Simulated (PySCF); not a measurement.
# `OCC[C@@H](F)Br`, C$_{3}$H$_{6}$BrFO

Molfile (atoms numbered from 1):
```
C3H6BrFO
     RDKit          3D

 12 11  0  0  0  0  0  0  0  0999 V2000
   -2.0548   -0.0170    0.7926 O   0  0  0  0  0  0  0  0  0  0  0  0
   -0.9537    0.3802    0.0103 C   0  0  0  0  0  0  0  0  0  0  0  0
    0.2080   -0.5531    0.3561 C   0  0  0  0  0  0  0  0  0  0  0  0
    1.4480   -0.2582   -0.4712 C   0  0  1  0  0  0  0  0  0  0  0  0
    1.1452    0.2138   -1.7020 F   0  0  0  0  0  0  0  0  0  0  0  0
    2.6066    1.0652    0.4139 Br  0  0  0  0  0  0  0  0  0  0  0  0
   -2.8055    0.5507    0.5930 H   0  0  0  0  0  0  0  0  0  0  0  0
   -0.6718    1.4213    0.2302 H   0  0  0  0  0  0  0  0  0  0  0  0
   -1.1876    0.3021   -1.0602 H   0  0  0  0  0  0  0  0  0  0  0  0
    0.4322   -0.4756    1.4195 H   0  0  0  0  0  0  0  0  0  0  0  0
   -0.1206   -1.5769    0.1571 H   0  0  0  0  0  0  0  0  0  0  0  0
    2.0802   -1.1426   -0.6075 H   0  0  0  0  0  0  0  0  0  0  0  0
  1  2  1  0
  2  3  1  0
  3  4  1  0
  4  5  1  0
  4  6  1  0
  1  7  1  0
  2  8  1  0
  2  9  1  0
  3 10  1  0
  3 11  1  0
  4 12  1  6
M  END
```

Computed with GIAO CAM-B3LYP/pcSseg-1 magnetisability, rotational g tensor and spin-rotation constants, non-relativistic, gas phase in PySCF. Geometry: GFN2-xTB, dihedral held. The dihedral C2–C3–C4–Br6 is held at 90°.

The calculation is non-relativistic, which matters for the atoms heavier than Zn.

(1) Give the nuclear spin-rotation constants along the inertial axes (H = +C I·J) beside the isotropic shieldings.

Answers

(1) Rotational constants 4.2694, 1.0648, 0.9332 GHz. A star marks the isotopologue with that one atom substituted, in its own axes.
```tsv
atom	isotope	Caa (kHz)	Cbb (kHz)	Ccc (kHz)	mean (kHz)	σ (ppm)
F5	19F	2.476	0.696	0.932	1.368	341.7
Br6	79Br	6.659	1.709	2.256	3.542	1905.3
H7	1H	-0.296	-0.132	-0.053	-0.161	31.1
H8	1H	-0.288	-0.073	-0.004	-0.122	27.3
H9	1H	-0.380	0.026	-0.073	-0.142	27.4
H10	1H	-0.455	0.021	-0.092	-0.175	29.4
H11	1H	-0.284	-0.098	-0.018	-0.133	29.0
H12	1H	-0.304	-0.069	0.026	-0.116	24.8
O1	17O*	-0.304	-0.096	-0.037	-0.145	314.4
C2	13C*	0.792	0.223	0.219	0.411	122.9
C3	13C*	0.704	0.202	0.199	0.368	137.5
C4	13C*	1.286	0.280	0.266	0.611	73.7
```
For the geometry as given, no vibrational averaging.
